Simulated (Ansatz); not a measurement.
CH6GeO2Si (`[OH][GeH]1[CH2]O[SiH2]1`). Charge 0, multiplicity 1. Correlated methods include outer-core shells of Ge, which these sets cover unevenly. Scalar relativity is left out up to krypton.

```xyz
11

O    -1.1178    1.0384   -1.7882
Ge   -0.8444    0.4599   -0.1212
C    -0.0313   -1.3735   -0.0553
O     1.1690   -1.0718    0.6739
Si    1.3350    0.5829    0.8295
H    -1.9750    1.4559   -1.8916
H    -2.1534    0.6786    0.6715
H     0.2076   -1.7534   -1.0526
H    -0.6094   -2.1271    0.4846
H     1.5768    0.9723    2.2453
H     2.4430    1.1379    0.0042
```

Question: Give the diagnostics of a CCSD(T)/def2-TZVPP run (frozen core, the Gaussian-basis code of Ansatz). (Best estimate.)

Answer: Computed: T1 = 0.0126, largest single amplitude 0.017, largest double 0.024, (T) share of the correlation energy 3.8 %, 10 CCSD cycles. The RHF solution is stable towards an unrestricted one. T1 lies under the customary mark of 0.02 for closed shells.
